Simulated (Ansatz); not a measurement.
Two structures of GeH6OF2, closed shell, reached by relaxing down either side of one saddle point (PBE0-D4/def2-TZVP). Energies are electronic, without zero-point energy. Program: Ansatz 0.2.0. Basis: def2-TZVPP and def2-QZVPP. Cores are frozen in the correlated methods. Filled d shells of the heavier atoms are correlated. The def2 sets are not built for correlating such inner shells, so the correlated values are less sure here. Extrapolation: Hartree–Fock as exp(−7.88 √X), correlation as X^−2.97. First:

```tsv
atom	x (Å)	y (Å)	z (Å)
Ge1	-1.2672	-0.3411	-0.4323
O2	-0.2809	1.1368	-0.0195
H3	-0.6280	-1.0321	-1.6379
H4	-1.2461	-1.1543	0.8548
H5	-2.6659	0.1992	-0.7732
H6	1.8779	-0.7818	0.6509
F7	1.6061	-1.6030	0.2750
H8	1.0248	0.9981	0.6806
F9	1.8732	0.7671	1.1041
H10	-0.2939	1.8110	-0.7024
```

Second:

Ge1  (-1.090, -1.098, -0.254)
O2  (0.153, 1.633, -0.505)
H3  (-0.548, -0.824, -1.651)
H4  (-1.643, -2.523, -0.102)
H5  (-2.042, -0.052, 0.318)
H6  (1.634, -0.252, 0.839)
F7  (0.316, -1.153, 0.835)
H8  (1.059, 1.485, -0.199)
F9  (2.319, 0.387, 0.731)
H10  (-0.158, 2.396, -0.013)
(Å)

Task: Which bonds change from the first to the second?

Result: GeH₄O ([OH][GeH3]) + HF + HF → GeH₃F ([F][GeH3]) + H₂O + HF; bonds formed: Ge1–F7, O2–H8, H6–F9; bonds broken: Ge1–O2, H6–F7, H8–F9.

Task: Give the saddle point's structure and its height above each. (Judge from chemistry; the value comes from the calculation.)

Result: By the calculation: 0.712 eV above the first and 0.840 eV above the second (CCSD(T) at an estimated basis limit (MP2 extrapolated from triple and quadruple zeta, plus CCSD(T) − MP2 in triple zeta)).
```xyz
10
angstrom
Ge -0.9689 -0.6069 -0.3528
O -0.1294 1.0650 0.2549
H -0.4079 -1.2023 -1.6450
H -1.5406 -1.4768 0.7624
H -2.1518 0.3148 -0.8142
H 1.7061 -0.3675 0.5546
F 0.8473 -1.2221 0.4451
H 0.9004 1.0572 0.4004
F 2.1911 0.5876 0.5925
H -0.4463 1.8510 -0.1977
```

T1 diagnostic: at most 0.012.

Steps of this kind, hydrogen fluoride cutting a network bond, underlie vapour etching and the fluorination step of atomic layer etching.

Labels in which every atom is bracketed show which atoms are joined, not bond orders.

For scale, one of the runs: CCSD(T)/def2-TZVPP, 225 basis functions, launched by `ansatz run in.yaml --threads 8 --pin off --events-out ev --progress --plain --max-ram 19148MiB`. The run took 57 s on 8 CPU threads of an Intel Xeon Platinum 8259CL (shared host), with 4.1 GiB of host memory at its peak.
